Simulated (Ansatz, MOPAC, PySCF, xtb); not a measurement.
Pair of molecules: CH4O (SMILES CO) (first 6 atoms) with C2H3N (SMILES CC#N); geometry from B3LYP-D3(BJ)/def2-TZVP, rigid monomers moved along the line of their centres of mass till H6···N9 is 3.64 Å.
(charge 0, multiplicity 1):
```xyz
12

C     -0.581     0.187    -0.744
O      0.253    -0.739    -0.077
H     -1.634     0.086    -0.451
H     -0.506    -0.014    -1.813
H     -0.274     1.226    -0.569
H      0.193    -0.565     0.873
C     -0.296     0.665     6.973
C     -0.186     0.384     5.551
N     -0.099     0.162     4.429
H     -0.496     1.725     7.130
H     -1.110     0.084     7.406
H      0.633     0.401     7.477
```

| level | interaction energy (kcal/mol) | cost |
|---|---|---|
| GFN-FF | -1.15 | - |
| PM7 | -2.17 | - |
| GFN1-xTB | -0.69 | - |
| GFN2-xTB | -1.33 | - |
| HF/STO-3G (no counterpoise) | -0.92 | - |
| HF/6-31G* | -1.50 | - |
| HF/6-31G* (no counterpoise) | -1.60 | - |
| PBE/def2-TZVPPD | -1.46 | ×1 |
| r2SCAN-D3(BJ)/def2-TZVPPD | -1.54 | ×2 |
| r2SCAN-D4/def2-TZVPPD | -1.54 | ×2 |
| B3LYP-D4/def2-TZVPPD | -1.53 | ×2 |
| PBE0-D4/def2-TZVPPD | -1.59 | ×2 |
| CCSD/aug-cc-pVDZ | -1.51 | - |
| CCSD(T)/aug-cc-pVDZ | -1.53 | ×20 |

The rows run from -2.17 (PM7) to -0.69 kcal/mol (GFN1-xTB).

Counterpoise-corrected where a basis set is named; no monomer relaxation. Rows marked so take none.

Correlated levels freeze the cores. Rows in 6-31G*, STO-3G carry no dispersion term and start afresh at each structure (6-31G* with six Cartesian d functions). The state that PM7 reach isn't checked; PM7 holds dispersion and hydrogen-bond terms.

Codes used: Ansatz (a quantum-chemistry and plane-wave program) with Gaussian orbitals; MOPAC for PM7 (differences of heats of formation); PySCF for 6-31G* rows, STO-3G rows, the dispersion terms; xtb for the GFN methods. Values without a source in brackets are computed.

Costs are rough ratios of core time to PBE/def2-TZVPPD (about 7 s over the structures, on one shared machine); a dash marks a level with no comparable run of its own.
